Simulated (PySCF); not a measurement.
# C₆ coefficients of unlike pairs at PBE

Calculated with PySCF 2.14 from the dipole response of each species, C₆(A,B) = (3/π) ∫ α_A(iu) α_B(iu) du, in atomic units, from isotropic polarisabilities. For ions this is the dispersion term alone; charge-induced terms of lower order in 1/R come first.

| species | configuration | basis | relativity | α (bohr³) | C₆ (like pair) |
| --- | --- | --- | --- | --- | --- |
| Ta | [Xe] 4f14 5d3 6s2 (4F) | def2-QZVPPD with the def2 core potential (60 electrons) (7s6p4d3f2g) | core potential | 82.49 | 1043 |
| C | [He] 2s2 2p2 (3P) | aug-cc-pCVQZ-DK (9s8p6d4f2g) | spin-free X2C | 13.47 | 54.77 |
| Ir | [Xe] 4f14 5d7 6s2 (4F) | aug-cc-pwCVDZ-PP with ECP60MDF (6s6p5d3f) | core potential | 47.23 | 496.0 |
| Ru²⁺ | [Kr] 4d6 (5D) | aug-cc-pVTZ-PP with ECP28MDF (6s6p5d3f2g) | core potential | 8.616 | 46.34 |

Estimate C₆ for Ru²⁺ with Ir.

The integral gives 139.3. The combination rule 2 C_A C_B / (C_A α_B/α_A + C_B α_A/α_B) gives 133.4 and the geometric mean 151.6.

No spin-orbit coupling is included.

The other pairs:

| pair | C₆ |
| --- | --- |
| Ir, Ta | 708.5 |
| C, Ta | 230.1 |
| Ru²⁺, Ta | 184.8 |
| Ru²⁺, C | 47.24 |
| Ir, C | 163.7 |
